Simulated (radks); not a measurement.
The numbers below are computed, except where a source is named.
The rhenium ion Re48+, configuration [Ar] 3d9.

Code: a radial shooting solver on a logarithmic mesh with Libxc functionals. Model: scalar-relativistic Kohn-Sham, LDA (Slater exchange, Perdew-Wang correlation), spin-unpolarised, spherical densities, finite nucleus; Fermi nuclear charge, rms radius 5.3698 fm.

Energy parts (eV):
part                      energy
total                 -406755.34
kinetic                453386.20
electron-nucleus      -925814.65
Hartree                 71753.28
exchange-correlation    -6080.17

Orbitals (lengths in bohr, moments of r in powers of bohr):
\begin{tabular}{lrrr}
orbital & occ. & eigenvalue (eV) & <r> \\ \hline
1s & 2 & -74198.13 & 0.01805 \\
2s & 2 & -14976.22 & 0.07607 \\
2p & 6 & -13411.94 & 0.06813 \\
3s & 2 & -5272.790 & 0.1928 \\
3p & 6 & -4808.418 & 0.1918 \\
3d & 9 & -4309.723 & 0.1721 \\
4s & 0 & -2628.716 & 0.3769 \\
4p & 0 & -2448.897 & 0.3846 \\
\end{tabular}

The highest occupied level is 3d at -4309.7 eV. Summed over all electrons, <r^2> = 0.6982 bohr^2, which gives a Langevin (diamagnetic) susceptibility term of -0.553 x 10^-6 cm^3/mol. The electron density at the nucleus is 1.633e+06 e/bohr^3 (large components only).
